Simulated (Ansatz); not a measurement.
Steps of a relaxation of C2H8ClNOSn, SMILES `C[O][Sn]([CH3])([NH2])[Cl]` with RKS PBE0-D4/def2-TZVP.

```sh
$ ansatz run in.yaml --threads 2 --pin off --events-out ev --progress --plain --max-ram 32768MiB --backend cuda --devices 0, --max-vram 18GiB
```

```yaml
crystal:
  periodic: [false, false, false]
  atoms:
    - {symbol: C, position_ang: [-2.048250, 1.268190, 0.343950]}
    - {symbol: O, position_ang: [-1.194430, 0.238490, 0.746620]}
    - {symbol: Sn, position_ang: [0.327150, -0.577990, -0.327830]}
    - {symbol: C, position_ang: [2.139530, 0.658520, -0.321890]}
    - {symbol: N, position_ang: [0.588940, -2.399960, 0.566580]}
    - {symbol: Cl, position_ang: [-0.484870, -0.898840, -2.480450]}
    - {symbol: H, position_ang: [-1.541040, 2.236410, 0.328140]}
    - {symbol: H, position_ang: [-2.487830, 1.084190, -0.639050]}
    - {symbol: H, position_ang: [-2.853480, 1.306310, 1.080700]}
    - {symbol: H, position_ang: [2.205630, 1.164240, 0.634070]}
    - {symbol: H, position_ang: [2.073090, 1.376410, -1.131620]}
    - {symbol: H, position_ang: [2.986850, 0.000320, -0.464970]}
    - {symbol: H, position_ang: [0.004660, -3.107680, 0.131320]}
    - {symbol: H, position_ang: [0.284040, -2.348600, 1.534430]}
basis:
  gaussian: {orbitals: def2-TZVP}
hamiltonian: {xc: pbe0, dispersion: d4}
relax: {f_tol: 0.005, max_steps: 150}
```

Positions (Å) and forces (eV/Å) along the path, 10 of 26 steps:

```xyz
14
step=1 energy=-24089.8978 eV
C    -2.048    1.268    0.344    0.117   -0.151    0.026
O    -1.194    0.238    0.747    1.176   -0.782   -0.465
Sn    0.327   -0.578   -0.328   -0.262    0.517    1.119
C     2.140    0.659   -0.322   -0.896   -0.505   -0.088
N     0.589   -2.400    0.567   -0.094    0.394   -0.246
Cl   -0.485   -0.899   -2.480    0.007   -0.022   -0.096
H    -1.541    2.236    0.328   -0.007    0.198   -0.030
H    -2.488    1.084   -0.639   -0.096    0.038   -0.146
H    -2.853    1.306    1.081   -0.133    0.153   -0.022
H     2.206    1.164    0.634   -0.019    0.071    0.168
H     2.073    1.376   -1.132   -0.021    0.096   -0.101
H     2.987    0.000   -0.465    0.157   -0.149   -0.029
H     0.005   -3.108    0.131    0.042    0.079   -0.073
H     0.284   -2.349    1.534    0.029    0.063   -0.015
14
step=8 energy=-24090.0492 eV
C    -1.888    1.305    0.336    0.018   -0.019    0.008
O    -1.232    0.140    0.775   -0.015    0.022   -0.010
Sn    0.268   -0.628   -0.221   -0.005    0.012    0.002
C     1.928    0.683   -0.339    0.011   -0.002    0.000
N     0.587   -2.369    0.726   -0.127   -0.255   -0.049
Cl   -0.472   -1.031   -2.410   -0.001    0.001    0.003
H    -1.239    2.190    0.373   -0.005   -0.010   -0.002
H    -2.274    1.205   -0.687   -0.001    0.001    0.007
H    -2.738    1.486    1.000    0.010    0.003   -0.006
H     2.108    1.117    0.644   -0.001   -0.004   -0.004
H     1.720    1.470   -1.063   -0.004   -0.003    0.002
H     2.802    0.115   -0.655   -0.008    0.009   -0.003
H     0.560   -3.163    0.087    0.005    0.235    0.212
H    -0.131   -2.521    1.433    0.123    0.009   -0.161
14
step=14 energy=-24090.0591 eV
C    -1.885    1.316    0.320   -0.005    0.000    0.006
O    -1.243    0.154    0.786    0.002   -0.001    0.007
Sn    0.256   -0.628   -0.193   -0.020    0.011   -0.027
C     1.923    0.671   -0.335    0.015   -0.009   -0.015
N     0.546   -2.346    0.800   -0.032   -0.028    0.005
Cl   -0.509   -1.009   -2.384    0.013    0.005    0.022
H    -1.210    2.183    0.288   -0.003   -0.002   -0.001
H    -2.316    1.181   -0.680    0.004   -0.003    0.003
H    -2.699    1.554    1.010    0.001    0.001   -0.003
H     2.195    1.016    0.662   -0.007   -0.009   -0.007
H     1.658    1.517   -0.967    0.005   -0.002    0.007
H     2.759    0.132   -0.780   -0.006    0.010    0.006
H     0.833   -3.110    0.199   -0.010    0.023    0.031
H    -0.306   -2.629    1.274    0.042    0.004   -0.031
14
step=17 energy=-24090.0607 eV
C    -1.902    1.321    0.317   -0.002   -0.001   -0.008
O    -1.244    0.173    0.797    0.008    0.004    0.005
Sn    0.248   -0.616   -0.184    0.005   -0.002   -0.003
C     1.937    0.653   -0.339    0.017    0.002    0.011
N     0.530   -2.327    0.822   -0.032   -0.056   -0.025
Cl   -0.532   -0.984   -2.371   -0.006    0.001   -0.004
H    -1.238    2.195    0.269   -0.003   -0.003    0.000
H    -2.335    1.165   -0.679    0.002    0.001    0.004
H    -2.716    1.558    1.007   -0.002   -0.001   -0.001
H     2.244    0.960    0.661   -0.002   -0.003   -0.018
H     1.676    1.525   -0.936    0.002   -0.012    0.008
H     2.750    0.111   -0.824   -0.015    0.010    0.006
H     0.928   -3.068    0.255   -0.027    0.047    0.045
H    -0.346   -2.667    1.204    0.055    0.013   -0.021
14
step=18 energy=-24090.0611 eV
C    -1.905    1.320    0.315   -0.003   -0.001   -0.002
O    -1.240    0.179    0.801    0.007    0.005    0.002
Sn    0.249   -0.613   -0.183    0.001   -0.008    0.002
C     1.942    0.649   -0.338    0.004   -0.001   -0.002
N     0.528   -2.324    0.823   -0.021    0.006   -0.002
Cl   -0.540   -0.978   -2.368    0.000    0.004    0.003
H    -1.247    2.199    0.264   -0.001   -0.002   -0.001
H    -2.338    1.158   -0.680    0.002    0.000    0.001
H    -2.721    1.556    1.005   -0.001   -0.002   -0.001
H     2.257    0.950    0.661   -0.004   -0.003   -0.002
H     1.679    1.526   -0.928    0.003    0.002    0.001
H     2.749    0.109   -0.831   -0.004    0.002    0.001
H     0.936   -3.062    0.263    0.009   -0.005   -0.001
H    -0.348   -2.670    1.197    0.007    0.003    0.001
14
step=19 energy=-24090.0615 eV
C    -1.914    1.319    0.312    0.001   -0.003    0.003
O    -1.231    0.195    0.811   -0.002    0.015   -0.002
Sn    0.250   -0.606   -0.178   -0.009    0.003   -0.007
C     1.954    0.642   -0.339    0.005   -0.007    0.005
N     0.520   -2.318    0.828   -0.007    0.018    0.005
Cl   -0.556   -0.953   -2.360    0.001   -0.001    0.004
H    -1.270    2.207    0.251   -0.003   -0.008   -0.002
H    -2.344    1.139   -0.681    0.005    0.000    0.004
H    -2.734    1.550    0.998    0.002   -0.003   -0.001
H     2.286    0.921    0.660    0.003    0.001   -0.002
H     1.692    1.531   -0.910   -0.004   -0.001    0.001
H     2.747    0.102   -0.855    0.000    0.002    0.002
H     0.960   -3.048    0.283    0.020   -0.017   -0.015
H    -0.359   -2.680    1.178   -0.011    0.003    0.007
14
step=22 energy=-24090.0617 eV
C    -1.918    1.319    0.311    0.000    0.002   -0.002
O    -1.225    0.204    0.816    0.000    0.000    0.003
Sn    0.250   -0.602   -0.177    0.001   -0.002   -0.001
C     1.959    0.638   -0.338    0.000    0.000   -0.001
N     0.519   -2.315    0.828    0.000    0.002   -0.001
Cl   -0.564   -0.946   -2.356    0.000    0.000    0.001
H    -1.282    2.212    0.246   -0.002    0.000    0.000
H    -2.345    1.130   -0.682   -0.001   -0.001    0.001
H    -2.740    1.545    0.996   -0.001   -0.001    0.000
H     2.296    0.911    0.661    0.001   -0.001    0.000
H     1.697    1.531   -0.903    0.001   -0.001    0.001
H     2.748    0.098   -0.860    0.001   -0.001   -0.001
H     0.965   -3.044    0.286    0.000    0.001    0.001
H    -0.361   -2.680    1.174    0.000    0.000   -0.001
14
step=23 energy=-24090.0618 eV
C    -1.929    1.317    0.308    0.006   -0.002   -0.002
O    -1.215    0.221    0.827   -0.008    0.008   -0.006
Sn    0.251   -0.594   -0.172    0.007    0.001   -0.002
C     1.972    0.629   -0.339    0.000    0.005    0.002
N     0.513   -2.308    0.831    0.005   -0.011   -0.002
Cl   -0.576   -0.926   -2.348   -0.001    0.000    0.000
H    -1.308    2.221    0.232   -0.004   -0.004    0.001
H    -2.353    1.109   -0.682    0.002    0.000    0.005
H    -2.754    1.537    0.991    0.001   -0.001    0.001
H     2.325    0.885    0.660   -0.001   -0.002   -0.005
H     1.712    1.533   -0.888    0.004   -0.004    0.002
H     2.748    0.088   -0.878   -0.004    0.001    0.001
H     0.984   -3.030    0.299   -0.014    0.012    0.011
H    -0.369   -2.684    1.158    0.008   -0.002   -0.006
14
step=24 energy=-24090.0618 eV
C    -1.931    1.317    0.308    0.006   -0.006    0.003
O    -1.214    0.223    0.828   -0.008    0.013   -0.008
Sn    0.252   -0.592   -0.172   -0.005   -0.001    0.003
C     1.975    0.628   -0.338    0.002    0.002   -0.002
N     0.512   -2.306    0.831    0.005   -0.007    0.000
Cl   -0.581   -0.925   -2.346    0.003    0.002    0.001
H    -1.312    2.221    0.229   -0.003   -0.004    0.000
H    -2.356    1.106   -0.681    0.002    0.000    0.004
H    -2.756    1.536    0.991    0.001   -0.001    0.001
H     2.331    0.880    0.660   -0.003   -0.003   -0.005
H     1.716    1.535   -0.883    0.002   -0.004    0.002
H     2.748    0.087   -0.882   -0.002    0.004    0.002
H     0.987   -3.027    0.302   -0.008    0.005    0.006
H    -0.371   -2.685    1.153    0.005    0.000   -0.005
14
step=26 energy=-24090.0619 eV
C    -1.934    1.317    0.307    0.001   -0.004    0.003
O    -1.213    0.227    0.828    0.000    0.002   -0.003
Sn    0.252   -0.590   -0.170   -0.001    0.001    0.001
C     1.977    0.627   -0.338    0.001   -0.001    0.001
N     0.511   -2.305    0.833   -0.002    0.002    0.001
Cl   -0.579   -0.921   -2.346    0.000    0.000    0.000
H    -1.317    2.222    0.223    0.000    0.001   -0.001
H    -2.361    1.101   -0.680    0.000    0.000   -0.001
H    -2.757    1.536    0.993    0.000    0.000    0.000
H     2.338    0.872    0.660    0.000    0.000    0.000
H     1.719    1.537   -0.878    0.000    0.000    0.000
H     2.747    0.086   -0.888    0.000    0.000    0.000
H     0.989   -3.024    0.305    0.001   -0.002   -0.001
H    -0.373   -2.685    1.150    0.000    0.000    0.000
```

Run time 74 s (2 threads of an AMD EPYC 7R13 on a shared host and a share of an NVIDIA H100 80 GB); peak host memory 0.93 GiB.
